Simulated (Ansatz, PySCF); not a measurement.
Si(CF3)(H)2(OH) (CH3F3OSi), SMILES O[SiH2]C(F)(F)F. Atoms are numbered in the order given.

```xyz
9

Si     0.9884    -0.6942     0.1998
O      2.0259    -0.0487    -0.9170
C     -0.7329     0.1732     0.0872
F     -1.3177     0.0209    -1.1075
F     -0.6211     1.4975     0.3057
F     -1.5780    -0.3106     1.0111
H      0.8020    -2.1246    -0.1380
H      1.4379    -0.4911     1.6066
H      2.2875     0.8709    -0.8126
```

The structure is a stationary point at PBE0-D3(BJ)/def2-SVP. The values are those of a single conformer.

Two levels are set side by side: PBE-D3(BJ)/def2-SVP (Ansatz, a first-principles code) and PBE0-D3(BJ)/def2-SVP (Ansatz). Each level has its own optimised geometry; the coordinates shown are those of the second. Frequencies come from the Hessian of PySCF at each geometry. Differences are taken from unrounded values.

```csv
quantity,PBE0-D3(BJ)
mean bond length (Å),1.444
bond Si1–O2 (Å),1.655
bond Si1–C3 (Å),1.931
bond C3–F4 (Å),1.339
bond C3–F5 (Å),1.347
bond C3–F6 (Å),1.342
bond Si1–H7 (Å),1.482
bond Si1–H8 (Å),1.491
bond O2–H9 (Å),0.962
highest harmonic wavenumber (cm⁻¹),3933
mean harmonic wavenumber (cm⁻¹),962
zero-point energy (kcal/mol),28.89
```

Task: What does PBE-D3(BJ) give, and how far is it from PBE0-D3(BJ)? (Estimate from the structure and the level; the computed values follow.)

Result: 
```
quantity                            PBE-D3(BJ)  PBE-D3(BJ) minus PBE0-D3(BJ)
----------------------------------  ----------  ----------------------------
mean bond length (Å)                     1.458                         0.015
bond Si1–O2 (Å)                          1.673                         0.018
bond Si1–C3 (Å)                          1.941                         0.010
bond C3–F4 (Å)                           1.356                         0.018
bond C3–F5 (Å)                           1.366                         0.019
bond C3–F6 (Å)                           1.361                         0.018
bond Si1–H7 (Å)                          1.493                         0.011
bond Si1–H8 (Å)                          1.503                         0.012
bond O2–H9 (Å)                           0.973                         0.011
highest harmonic wavenumber (cm⁻¹)        3765                          -168
mean harmonic wavenumber (cm⁻¹)            921                           -41
zero-point energy (kcal/mol)             27.66                         -1.24
```

GGA bonds tend to be longer and softer than those of functionals with exact exchange. Differences between two approximate levels are no errors against the true value.
